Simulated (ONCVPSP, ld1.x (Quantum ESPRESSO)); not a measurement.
Potentials for Mn (Z = 25) compared

Generated with ld1.x 7.5 (TM, RRKJ, ultrasoft, PAW), atompaw 4.2 or ONCVPSP 4.0.1. The cutoff is in Ry: for ld1.x and atompaw files where the sum of valence levels is converged to 10 mRy in a Bessel basis, for ONCV files where the hardest occupied wave has 1 mHa per electron of residual kinetic energy. The error is the largest all-electron minus pseudo excitation energy over each file’s own four to seven test configurations (ionisations up to +4, promotions, holes and added fractions of an electron), all of which were solved. The labels leave out finer settings (local radius, basis sizes, second energies), which also bear on the numbers. Spin-polarised tests are not counted. The rows are a selection from randomly drawn settings: files with unsolved tests, undetermined cutoffs or missed reference levels are left out.

A true bound ghost makes a file unfit for plane-wave use even where its test errors are small: the radial tests pick states by their node count and pass the ghost by.

| potential | cutoff (Ry) | largest error (meV) | bound ghosts |
| --- | --- | --- | --- |
| ONCV, PBE, scalar-relativistic, rc 2.30/1.10/1.70 (spd), local smoothed, core correction no, reference 3p6 3d5 4s2, qcut 3.2/10.3/7.9, projectors 2/2/1 | 57 | +149 | s |
| ONCV, PBE, fully relativistic, rc 1.60/0.85/1.15/1.70 (spdf), local smoothed, core correction yes, reference 3s2 3p6 3d5 4s1, qcut 6.5/9.8/14/7.1, projectors 2/1/2/2 | 152 | +60 | none |
| ONCV, PBE, fully relativistic, rc 1.55/0.90/1.85 (spd), local smoothed, core correction no, reference 3s2 3p6 3d5 4s2, qcut 6.3/8/10, projectors 2/2/2 | 68 | -465 | none |
| ONCV, PBE, scalar-relativistic, rc 1.30/1.45/1.80 (spd), local smoothed, core correction yes, reference 3s2 3p6 3d5 4s2, qcut 7.7/10/9.3, projectors 2/2/2 | 64 | +45 | none |
| ultrasoft, LDA (PZ), fully relativistic, rc 2.15/1.35/1.60/2.40 (spdf), local smoothed, core correction yes, reference 3p6 3d5 4s2 4p0 | 45 | -49 | none |
| ONCV, PBE, scalar-relativistic, rc 2.00/2.40/1.20/1.95 (spdf), local smoothed, core correction no, reference 3d5 4s1 4p1, qcut 3/3.7/12.8/6.4, projectors 3/2/2/2 | 125 | +79 | none |
| ONCV, PBEsol, scalar-relativistic, rc 1.55/1.20/1.90 (spd), local smoothed, core correction yes, reference 3s2 3p6 3d5 4s2, qcut 8/13.9/10, projectors 2/2/2 | 66 | +51 | none |

(1) Fill in the row for Mn: ONCV, PBE, scalar-relativistic, rc 1.25/0.85/1.15 (spd), local smoothed, core correction yes, reference 3s2 3p6 3d5 4s2, qcut 8/8.6/13, projectors 3/2/3.

Answers

(1) cutoff 174 Ry, largest error +9.9 meV, bound ghosts: none.
